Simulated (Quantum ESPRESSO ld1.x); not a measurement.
Results of a calculation; reference values are marked as such.
Pd III, configuration [Kr] 4d8.

Level of theory: Dirac Kohn-Sham, PBEsol, spin-unpolarised, spherical densities, point nucleus; open shells are shared between the two j in proportion to 2j + 1; speed of light set to 171.295 atomic units (1.25 times the physical value, a model run) (ld1.x of Quantum ESPRESSO 7.5).

Energy parts (eV):
part                   energy
total                 -136151
kinetic                139871
electron-nucleus      -326850
Hartree                 54630
exchange-correlation    -3802

Orbitals (lengths in bohr, moments of r in powers of bohr; <r^-3> diverges for s and p1/2; r(90%) holds 90 % of the orbital's charge):
| orbital | occ. | eigenvalue (eV) | <r^-3> | r(90%) | <1/r> |
|---|---|---|---|---|---|
| 1s1/2 | 2 | -23896.2 | - | 0.0578 | 47.17 |
| 2s1/2 | 2 | -3484.63 | - | 0.217 | 10.79 |
| 2p1/2 | 2 | -3236.16 | - | 0.195 | 10.78 |
| 2p3/2 | 4 | -3136.79 | 3193 | 0.199 | 10.39 |
| 3s1/2 | 2 | -647.742 | - | 0.566 | 3.782 |
| 3p1/2 | 2 | -549.224 | - | 0.567 | 3.692 |
| 3p3/2 | 4 | -531.947 | 561.8 | 0.577 | 3.597 |
| 3d3/2 | 4 | -354.630 | 86.05 | 0.565 | 3.433 |
| 3d5/2 | 6 | -351.079 | 82.94 | 0.568 | 3.408 |
| 4s1/2 | 2 | -107.885 | - | 1.38 | 1.445 |
| 4p1/2 | 2 | -77.3091 | - | 1.52 | 1.327 |
| 4p3/2 | 4 | -74.4939 | 91.59 | 1.54 | 1.297 |
| 4d3/2 | 3.2 | -27.6494 | 8.466 | 2.15 | 0.9824 |
| 4d5/2 | 4.8 | -27.3091 | 8.102 | 2.16 | 0.9744 |

The highest occupied level is 4d5/2 at -27.309 eV. The density falls to 0.001 e/bohr^3 at r = 3.35 bohr.
